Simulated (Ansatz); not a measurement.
`[Li][Br]` + H₂ → `[LiH]` + HBr at 600 K and 1 bar (hydrogenolysis of a Li–Br bond).

Computed with Ansatz on PBE0-D4/def2-TZVP structures; ΔE is electronic, products minus reactants. CCSD(T)/CBS adds triple-zeta CCSD(T) − MP2 to the extrapolated MP2 energy (def2 sets, frozen cores). This one scheme is used for every species. For Br, Li outer-core shells are correlated without core-valence functions, which leaves a few kJ/mol of doubt a bond. Scalar relativity is left out up to krypton.

| species | CCSD(T)/CBS energy (Eh) | H − E (kJ/mol) | S (J/(mol·K)) |
| --- | --- | --- | --- |
| `[Li][Br]` | -2580.90160 | 23.2 | 248.7 |
| H₂ | -1.17544 | 43.9 | 150.8 |
| `[LiH]` | -8.06146 | 26.5 | 192.2 |
| HBr | -2573.91920 | 33.5 | 219.1 |

H − E and S are ideal-gas, rigid-rotor, harmonic terms from PBE0-D4/def2-TZVP. The MP2-based limit puts H₂ 0.8 mEh under its directly extrapolated value; such offsets cancel only in part. 1 Eh = 2625.50 kJ/mol, R = 8.31446 J/(mol·K).

**Question.** By hand: ΔE, ΔH, ΔS and ΔG.

**Answer.** ΔE = (-8.06146) + (-2573.91920) − (-2580.90160) − (-1.17544) = 0.09638 Eh = 253.0 kJ/mol. Δ(H − E) = 26.5 + 33.5 − 23.2 − 43.9 = -7.1, so ΔH = 245.9 kJ/mol. ΔS = 192.2 + 219.1 − 248.7 − 150.8 = 11.8 J/(mol·K). ΔG = 245.9 − 600 × (11.8)/1000 = 238.8 kJ/mol.

**Question.** By hand: the equilibrium constant, and the temperature at which ΔG would vanish if ΔH and ΔS stayed fixed.

**Answer.** log₁₀ K = −ΔG/(RT ln 10) = -20.8. ΔG = 0 at ΔH/ΔS = 20839 K, far beyond where these terms or the molecules hold.

The number of gas molecules stays the same, so ΔS is small and ΔH decides. A doubt of 5 kJ/mol in ΔE shifts log₁₀ K by 0.4 here. These are equilibria of isolated gas molecules and say nothing of rates. Largest T1 diagnostic: 0.009 (customary marks: 0.02 for closed shells, 0.045 for open ones).
